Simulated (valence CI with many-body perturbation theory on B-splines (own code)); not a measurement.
Values are calculated unless marked as measured or tabulated.
**Ladder of approximations for La¹⁶⁺**

Level of theory: relativistic CI+MBPT: five valence electrons over a frozen Dirac-Fock core [Kr], a basis of 7 s, 7 p, 8 d, 6 f, 4 g, 1 h functions for each j, with the one-electron correlation potential Σ1, the two-electron term Σ2, the three-electron term Σ3, Breit, model QED; selected CI, second order for the rest (own B-spline code, finite nucleus).

No measured spectrum was set against this ion. As an estimate, terms of the open shell hold to 2 to 4 % of their energy, and close levels can change places. Core correlation moves these levels by up to 12000 cm⁻¹, and in measured spectra 5 to 20 % of such shifts remained as error; rates that hang on mixing are uncertain with them. Among the levels kept, up to 300 cm⁻¹ of a level comes from second order outside the variational space, and about a tenth of that is noise between levels of different J, which matters for small intervals. Only levels of the ground parity were solved; by the run's estimate the other parity begins above the list, which can be wrong where configurations are misplaced.

Each rung adds one term. CI alone is the Dirac-Coulomb CI over the frozen core; QED comes last and gives the full result, which names the levels. Energies are above (4d3/2^3 4d5/2^2) J=5/2 [a] on the same rung, in eV.

Levels are named by their leading jj configuration (3d3/2^4 stands for four electrons in 3d with j = 3/2), which in mixed levels can hold well under half, so a name can repeat and another be missing. Letters in brackets count levels of one name in rising energy.

| Level | CI alone | Σ1 | Σ2 | Σ3 | Breit | QED | Full |
| --- | --- | --- | --- | --- | --- | --- | --- |
| (4d3/2^4 4d5/2) J=5/2 | 4.928 | -0.0199 | -0.3194 | -0.3019 | +0.0600 | -0.0058 | 4.341 |
| (4d3/2^3 4d5/2^2) J=7/2 [a] | 6.705 | +0.0126 | -0.4357 | -0.2735 | -0.0095 | +0.0004 | 5.999 |
| (4d3/2^3 4d5/2^2) J=3/2 | 6.789 | +0.0076 | -0.2014 | -0.3310 | +0.0104 | -0.0002 | 6.275 |
| (4d3/2^3 4d5/2^2) J=11/2 | 7.147 | +0.0214 | -0.5135 | -0.2617 | -0.0491 | +0.0015 | 6.345 |
| (4d3/2^3 4d5/2^2) J=5/2 [b] | 7.205 | +0.0264 | -0.3165 | -0.2711 | -0.0275 | +0.0035 | 6.620 |
| (4d3/2^3 4d5/2^2) J=9/2 | 7.460 | +0.0279 | -0.4778 | -0.2525 | -0.0481 | +0.0032 | 6.712 |
| (4d3/2^3 4d5/2^2) J=1/2 | 7.751 | +0.0208 | -0.1217 | -0.3402 | -0.0170 | +0.0027 | 7.295 |
| (4d3/2^2 4d5/2^3) J=7/2 [a] | 8.958 | +0.0409 | -0.4123 | -0.3098 | -0.0608 | +0.0060 | 8.222 |
| (4d3/2^3 4d5/2^2) J=5/2 [c] | 9.360 | +0.0308 | -0.2525 | -0.3502 | -0.0406 | +0.0044 | 8.752 |
| (4d3/2^2 4d5/2^3) J=11/2 | 10.501 | +0.0491 | -0.7022 | -0.3209 | -0.0904 | +0.0068 | 9.444 |
| (4d3/2^2 4d5/2^3) J=1/2 [a] | 10.189 | +0.0571 | -0.2322 | -0.3357 | -0.0809 | +0.0099 | 9.608 |
| (4d3/2^3 4d5/2^2) J=7/2 [b] | 10.646 | +0.0245 | -0.4757 | -0.4908 | -0.0272 | +0.0022 | 9.679 |
| (4d3/2^2 4d5/2^3) J=3/2 [a] | 10.435 | +0.0521 | -0.1368 | -0.3416 | -0.0771 | +0.0088 | 9.941 |
| (4d3/2^2 4d5/2^3) J=9/2 [a] | 11.198 | +0.0403 | -0.5383 | -0.4037 | -0.0664 | +0.0053 | 10.235 |
| (4d3/2^2 4d5/2^3) J=13/2 | 11.624 | +0.0616 | -0.7977 | -0.3517 | -0.1331 | +0.0088 | 10.412 |
| (4d3/2^2 4d5/2^3) J=3/2 [b] | 11.002 | +0.0373 | -0.1466 | -0.4017 | -0.0493 | +0.0063 | 10.448 |
| (4d3/2^2 4d5/2^3) J=5/2 [a] | 11.686 | +0.0558 | -0.3110 | -0.3888 | -0.0750 | +0.0084 | 10.975 |
| (4d3/2^2 4d5/2^3) J=9/2 [b] | 13.072 | +0.0564 | -0.3654 | -0.4226 | -0.0971 | +0.0089 | 12.252 |
| (4d3/2^2 4d5/2^3) J=5/2 [b] | 13.002 | +0.0731 | -0.1577 | -0.3989 | -0.1168 | +0.0135 | 12.416 |

The middle columns are the shifts that each term adds.

Problem. How does the ionisation energy move along the ladder, and which term matters most?

Solution. CI alone 426.18, + Σ1 428.26, + Σ2 430.60, + Σ3 430.60, + Breit 430.64, + QED 430.65 eV. The largest step is Σ2, 2.34 eV. NIST lists 431 ± 3 eV (theoretical).
